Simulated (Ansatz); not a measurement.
Stepwise reaction of `N[SiH2][SiH](N)O` with hydrogen, as a gas-phase model of exchange steps in deposition or etching. ΔE in kJ/mol.

Calculated with Ansatz (gas phase, PBE0-D4/def2-TZVP geometries, no zero-point term in ΔE). CCSD(T)/CBS is the MP2 limit (def2-TZVPP, def2-QZVPP) plus CCSD(T) − MP2 in def2-TZVPP, frozen cores. This one scheme is used for every species. DFT in def2-TZVPP. B3LYP here is the variant with VWN-RPA as its local correlation; programs differ in this. Each species was taken in one conformer, which may not be the lowest.

| step | reaction | PBE-D4 | B3LYP-D4 | ωB97M-V | CCSD(T)/CBS |
| --- | --- | --- | --- | --- | --- |
| 1 | `N[SiH2][SiH](N)O` + H₂ → `N[SiH](O)[SiH3]` + NH₃ | 16.8 | 20.1 | 20.2 | 19.5 |
| 2 | `N[SiH](O)[SiH3]` + H₂ → `O[SiH2][SiH3]` + NH₃ | 43.4 | 46.6 | 47.7 | 46.5 |

Question: By hand: ΔE of the 2 steps together at CCSD(T)/CBS.

Answer: (19.5) + (46.5) = 66.0 kJ/mol, or 33.0 kJ/mol a step.

In ΔE each step is higher than the one before. All are uphill at CCSD(T)/CBS. PBE-D4 differs from CCSD(T)/CBS by -3.1 to -2.7 kJ/mol a step. Only this route is followed, and other bonds may react first. Isolated molecules leave out the surface, adducts and barriers. Largest T1 diagnostic: 0.012.
